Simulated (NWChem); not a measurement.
System: BeH2SeS; SMILES [Be]([SH])[SeH]

NWChem printed, in part:

```
             Northwest Computational Chemistry Package (NWChem) 7.3.0
             --------------------------------------------------------

 C1  symmetry detected

                             Geometry "geometry" -> ""
                             -------------------------

 Output coordinates in angstroms (scale by  1.889725989 to convert to a.u.)

  No.       Tag          Charge          X              Y              Z
 ---- ---------------- ---------- -------------- -------------- --------------
    1 Be                   4.0000     0.00692517    -0.68988831     0.02173554
    2 S                   16.0000     0.01484504    -2.59469720     0.05251883
    3 H                    1.0000     0.02758534    -2.68463735    -1.29869975
    4 Se                  34.0000     0.03371729     1.34069693     0.01095538
    5 H                    1.0000    -1.43919446     1.37565028    -0.00102668

 Effective nuclear repulsion energy (a.u.)     152.9182943249

                                Z-matrix (autoz)
                                --------

 Units are Angstrom for bonds and degrees for angles

      Type          Name      I     J     K     L     M      Value
      ----------- --------  ----- ----- ----- ----- ----- ----------
    1 Stretch                  1     2                       1.90507
    2 Stretch                  1     4                       2.03079
    3 Stretch                  2     3                       1.35427
    4 Stretch                  4     5                       1.47338
    5 Bend                     1     2     3                92.88434
    6 Bend                     1     4     5                90.60593
    7 Bend                     2     4     5                91.08948
    8 Bend                     4     2     3                93.20025
    9 Torsion                  3     2     4     5          90.10357
   10 Torsion                  2     3     1     4         178.20395
   11 Torsion                  2     1     5     4         178.92348

  pbe96 is a nonlocal functional; adding pw91lda local functional.

                           NWChem Geometry Optimization
                           ----------------------------

 maximum gradient threshold         (gmax) =   0.000450
 rms gradient threshold             (grms) =   0.000300
 maximum cartesian step threshold   (xmax) =   0.001800
 rms cartesian step threshold       (xrms) =   0.001200
 fixed trust radius                (trust) =   0.300000
 source of zmatrix                         =   autoz

          -------------------
          Energy Minimization
          -------------------

 Using diagonal initial Hessian
 Scaling for Hessian diagonals: bonds = 1.00  angles = 0.25  torsions = 0.10

          --------
          Step   0

                                 NWChem DFT Module
                                 -----------------

 Summary of "ao basis" -> "ao basis" (spherical)
 ------------------------------------------------------------------------------
       Tag                 Description            Shells   Functions and Types
 ---------------- ------------------------------  ------  ---------------------
 Be                         def2-svp                 5        9   3s2p
 S                          def2-svp                 8       18   4s3p1d
 H                          def2-svp                 3        5   2s1p
 Se                         def2-svp                12       32   5s4p3d

            General Information
            -------------------
          SCF calculation type: DFT
          Wavefunction type:  closed shell.
          No. of atoms     :     5
          No. of electrons :    56
           Alpha electrons :    28
            Beta electrons :    28
          Charge           :     0
          Spin multiplicity:     1
          Use of symmetry is: off; symmetry adaption is: off
          Maximum number of iterations: 150
          AO basis - number of functions:    69
                     number of shells:    31
          Convergence on energy requested:  1.00D-06
          Convergence on density requested:  1.00D-05
          Convergence on gradient requested:  5.00D-04

              XC Information
              --------------
          PerdewBurkeErnzerhof Exchange Functional  1.000
            Perdew 1991 LDA Correlation Functional  1.000 local
           PerdewBurkeErnz. Correlation Functional  1.000 non-local

             Grid Information
             ----------------
          Grid used for XC integration:  medium
          Radial quadrature: Mura-Knowles
          Angular quadrature: Lebedev.
          Tag              B.-S. Rad. Rad. Pts. Rad. Cut. Ang. Pts.
          ---              ---------- --------- --------- ---------
          Be                  1.05       49           8.0       434
          S                   1.00       88          11.0       590
          H                   0.35       45          11.0       434
          Se                  1.15      112          11.0       590
          Grid pruning is: on
          Number of quadrature shells:   339
          Spatial weights used:  Erf1

      Superposition of Atomic Density Guess
      -------------------------------------

 Sum of atomic energies:       -2812.41138858

      Non-variational initial energy
      ------------------------------

 Total energy =   -2813.182566
 1-e energy   =   -4216.824691
 2-e energy   =    1250.723830
 HOMO         =      -0.308839
 LUMO         =       0.018035

   convergence    iter        energy       DeltaE   RMS-Dens  Diis-err
 ---------------- ----- ----------------- --------- --------- ---------
 d= 0,ls=0.0,diis     1  -2814.7141695334 -2.97D+03  1.66D-02  4.39D-01
 d= 0,ls=0.0,diis     2  -2814.7025557347  1.16D-02  1.18D-02  4.24D-01
 d= 0,ls=0.0,diis     3  -2814.7586350232 -5.61D-02  4.39D-03  6.25D-02
 d= 0,ls=0.0,diis     4  -2814.7699565594 -1.13D-02  9.42D-04  3.16D-03
 d= 0,ls=0.0,diis     5  -2814.7705261513 -5.70D-04  2.66D-04  2.33D-04
  Resetting Diis
 d= 0,ls=0.0,diis     6  -2814.7705709881 -4.48D-05  4.12D-05  6.83D-06
 d= 0,ls=0.0,diis     7  -2814.7705721479 -1.16D-06  1.82D-05  3.99D-07
 d= 0,ls=0.0,diis     8  -2814.7705721165  3.13D-08  1.16D-05  4.93D-07
 d= 0,ls=0.0,diis     9  -2814.7705722112 -9.46D-08  1.96D-06  1.94D-08

         Total DFT energy =    -2814.770572211173
      One electron energy =    -4218.589683001092
           Coulomb energy =     1366.773221283883
    Exchange-Corr. energy =     -115.872404818859
 Nuclear repulsion energy =      152.918294324895

 Numeric. integr. density =       55.999998899797

                       DFT Final Molecular Orbital Analysis
                       ------------------------------------

 Vector   26  Occ=2.000000D+00  E=-2.815487D-01
              MO Center=  1.7D-02,  2.0D-02,  3.7D-02, r^2= 4.9D+00
   Bfn.  Coefficient  Atom+Function         Bfn.  Coefficient  Atom+Function
  ----- ------------  ---------------      ----- ------------  ---------------
    45      0.378627  4 Se py                 5      0.347426  1 Be py
    48      0.324570  4 Se py                18      0.244763  2 S  py
    21      0.245395  2 S  py                42     -0.243921  4 Se py
    37      0.181815  4 Se s                 13     -0.154662  2 S  s
    36      0.155109  4 Se s                 15      0.139284  2 S  py

 Vector   27  Occ=2.000000D+00  E=-2.411231D-01
              MO Center=  1.7D-02, -2.3D+00,  2.8D-02, r^2= 1.9D+00
   Bfn.  Coefficient  Atom+Function         Bfn.  Coefficient  Atom+Function
  ----- ------------  ---------------      ----- ------------  ---------------
    20      0.593604  2 S  px                17      0.429581  2 S  px
    14      0.246357  2 S  px                 4     -0.163407  1 Be px
     7      0.104788  1 Be px                47     -0.055331  4 Se px
    66      0.053124  5 H  s                 65      0.044968  5 H  s
    37     -0.044611  4 Se s                 36     -0.034711  4 Se s

 Vector   28  Occ=2.000000D+00  E=-2.276981D-01
              MO Center=  6.2D-03,  1.1D+00,  1.5D-02, r^2= 2.2D+00
   Bfn.  Coefficient  Atom+Function         Bfn.  Coefficient  Atom+Function
  ----- ------------  ---------------      ----- ------------  ---------------
    49      0.560484  4 Se pz                46      0.481536  4 Se pz
    43     -0.308022  4 Se pz                 6     -0.160779  1 Be pz
    40      0.100130  4 Se pz                 9      0.086582  1 Be pz
    29      0.054530  3 H  s                 22     -0.048393  2 S  pz
    13     -0.043606  2 S  s                 28      0.042177  3 H  s

[...]

      ----------------------
      Optimization converged
      ----------------------

  Step       Energy      Delta E   Gmax     Grms     Xrms     Xmax
  ---- ---------------- -------- -------- -------- -------- --------
@    8   -2814.77074085  4.2D-07  0.00001  0.00001  0.00022  0.00045
                                     ok       ok       ok       ok

                                Z-matrix (autoz)
                                --------

 Units are Angstrom for bonds and degrees for angles

      Type          Name      I     J     K     L     M      Value     Gradient
      ----------- --------  ----- ----- ----- ----- ----- ---------- ----------
    1 Stretch                  1     2                       1.91204   -0.00001
    2 Stretch                  1     4                       2.03780    0.00001
    3 Stretch                  2     3                       1.36587    0.00001
    4 Stretch                  4     5                       1.48754   -0.00001
    5 Bend                     1     2     3                92.18555   -0.00000
    6 Bend                     1     4     5                89.88644    0.00000
    7 Bend                     2     4     5                90.53008    0.00000
    8 Bend                     4     2     3                92.64503   -0.00000
    9 Torsion                  3     2     4     5          90.02810   -0.00000
   10 Torsion                  2     3     1     4         177.61746    0.00000
   11 Torsion                  2     1     5     4         178.44092   -0.00000

                         Geometry "geometry" -> "geometry"
                         ---------------------------------

 Output coordinates in angstroms (scale by  1.889725989 to convert to a.u.)

  No.       Tag          Charge          X              Y              Z
 ---- ---------------- ---------- -------------- -------------- --------------
    1 Be                   4.0000     0.00531870    -0.68969567     0.02056911
    2 S                   16.0000     0.01492743    -2.60131400     0.05961284
    3 H                    1.0000     0.02673858    -2.68120328    -1.30387234
    4 Se                  34.0000     0.04209402     1.34775063     0.01104389
    5 H                    1.0000    -1.44520036     1.37158667    -0.00187018

 Effective nuclear repulsion energy (a.u.)     152.2999659316

                Final and change from initial internal coordinates
                --------------------------------------------------

                                Z-matrix (autoz)
                                --------

 Units are Angstrom for bonds and degrees for angles

      Type          Name      I     J     K     L     M      Value       Change
      ----------- --------  ----- ----- ----- ----- ----- ---------- ----------
    1 Stretch                  1     2                       1.91204    0.00697
    2 Stretch                  1     4                       2.03780    0.00701
    3 Stretch                  2     3                       1.36587    0.01161
    4 Stretch                  4     5                       1.48754    0.01417
    5 Bend                     1     2     3                92.18555   -0.69879
    6 Bend                     1     4     5                89.88644   -0.71949
    7 Bend                     2     4     5                90.53008   -0.55940
    8 Bend                     4     2     3                92.64503   -0.55522
    9 Torsion                  3     2     4     5          90.02810   -0.07547
   10 Torsion                  2     3     1     4         177.61746   -0.58649
   11 Torsion                  2     1     5     4         178.44092   -0.48256

 ==============================================================================
                                internuclear distances
 ------------------------------------------------------------------------------
       center one      |      center two      | atomic units |  angstroms
 ------------------------------------------------------------------------------
    2 S                |   1 Be               |     3.61323  |     1.91204
    3 H                |   2 S                |     2.58113  |     1.36587
    4 Se               |   1 Be               |     3.85088  |     2.03780
    5 H                |   4 Se               |     2.81105  |     1.48754
 ------------------------------------------------------------------------------
                         number of included internuclear distances:          4
 ==============================================================================

[second-derivative integrals and response iterations left out]

  Vibrational analysis via the FX method

  See chapter 2 in "Molecular Vibrations" by Wilson, Decius and Cross

  Vib: Default input used

[...]

 Rotational Constants
 --------------------
 A=   4.193133 cm-1  (  6.032848 K)
 B=   0.045203 cm-1  (  0.065035 K)
 C=   0.045156 cm-1  (  0.064968 K)

 Temperature                      =   298.15K
 frequency scaling parameter      =   1.0000

 Zero-Point correction to Energy  =   11.429 kcal/mol  (  0.018213 au)
 Thermal correction to Energy     =   14.767 kcal/mol  (  0.023533 au)
 Thermal correction to Enthalpy   =   15.359 kcal/mol  (  0.024477 au)

 Total Entropy                    =   73.968 cal/mol-K
   - Translational                =   40.291 cal/mol-K (mol. weight = 121.9182)
   - Rotational                   =   24.737 cal/mol-K (symmetry #  =        1)
   - Vibrational                  =    8.941 cal/mol-K

 Cv (constant volume heat capacity) =   15.679 cal/mol-K
   - Translational                  =    2.979 cal/mol-K
   - Rotational                     =    2.979 cal/mol-K
   - Vibrational                    =    9.720 cal/mol-K

[normal modes left out]

 ----------------------------------------------------------------------------
 Normal Eigenvalue ||           Projected Infra Red Intensities
  Mode   [cm**-1]  || [atomic units] [(debye/angs)**2] [(KM/mol)] [arbitrary]
 ------ ---------- || -------------- ----------------- ---------- -----------
    1       -0.000 ||    0.000001           0.000         0.001       0.000
    2       -0.000 ||    0.000068           0.002         0.066       0.038
    3       -0.000 ||    0.000119           0.003         0.116       0.067
    4        0.000 ||    0.013131           0.303        12.801       7.454
    5        0.000 ||    0.000225           0.005         0.219       0.127
    6        0.000 ||    0.000015           0.000         0.015       0.009
    7      181.331 ||    0.011215           0.259        10.933       6.366
    8      188.968 ||    0.012763           0.294        12.442       7.245
    9      237.767 ||    0.010972           0.253        10.696       6.228
   10      280.148 ||    0.000046           0.001         0.045       0.026
   11      564.244 ||    0.000226           0.005         0.220       0.128
   12      616.646 ||    0.000953           0.022         0.929       0.541
   13      978.393 ||    0.208165           4.803       202.929     118.162
   14     2349.882 ||    0.005054           0.117         4.927       2.869
   15     2600.841 ||    0.001302           0.030         1.269       0.739
 ----------------------------------------------------------------------------
```

Level: PBE/def2-SVP. This build's default masses of Se (78.918 u) and Br (79.917 u) are each other's, which moves their modes by up to 0.6 %.

Question: Reconstruct the input file.

Answer: One answer among several that fit: the input that was run:
```
start job
memory heap 200 mb stack 900 mb global 1100 mb
geometry units angstroms
  Be     0.022059    -0.663009     0.037511
  S     -0.050957    -2.565025     0.116953
  H      0.004614    -2.691683    -1.230234
  Se     0.134319     1.363746    -0.023908
  H     -1.334541     1.458739    -0.089184
end
basis spherical
  * library def2-svp
end
dft
  xc xpbe96 cpbe96
  iterations 150
end
driver
  maxiter 120
end
task dft optimize
task dft freq
```
